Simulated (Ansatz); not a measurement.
`C#CCCCCC` at its PBE0-D4/def2-TZVP geometry, where that method's forces vanish. Total charge 0; spin multiplicity 1.

```xyz
19

C     0.5518    2.5500    1.8799
C     0.9574    1.4445    1.6448
C     1.4430    0.1108    1.3329
C     1.5054   -0.1732   -0.1715
C     0.1770   -0.0192   -0.8961
C    -0.9154   -0.9621   -0.4166
C    -2.1928   -0.8326   -1.2279
H     0.1951    3.5285    2.0976
H     2.4397   -0.0144    1.7681
H     0.8005   -0.6239    1.8289
H     2.2428    0.4978   -0.6217
H     1.8835   -1.1928   -0.3047
H     0.3441   -0.1832   -1.9667
H    -0.1694    1.0155   -0.7952
H    -0.5504   -1.9955   -0.4647
H    -1.1393   -0.7647    0.6370
H    -2.5900    0.1848   -1.1717
H    -2.0142   -1.0579   -2.2832
H    -2.9690   -1.5124   -0.8691
```

Q: What forces (eV/Å) does B3LYP-D4/def2-TZVPP give on these atoms in Ansatz 0.2.0? (An estimate is asked.)

A: The calculation gave: 
```
C1  -0.017  0.046  0.011
C2  -0.064  0.197  0.074
C3   0.054 -0.099  0.214
C4   0.225 -0.072 -0.128
C5  -0.021  0.168 -0.186
C6   0.013 -0.147  0.187
C7  -0.203  0.007 -0.114
H8   0.037 -0.101 -0.025
H9  -0.048 -0.009 -0.020
H10  0.050  0.030 -0.024
H11 -0.031 -0.044  0.022
H12 -0.013  0.056 -0.002
H13 -0.010  0.015  0.053
H14  0.020 -0.067 -0.023
H15 -0.021  0.049  0.010
H16  0.010 -0.024 -0.062
H17  0.009 -0.048 -0.008
H18 -0.018  0.010  0.044
H19  0.027  0.033 -0.023
```

B3LYP here is the variant with VWN-RPA as its local correlation; programs differ in this.
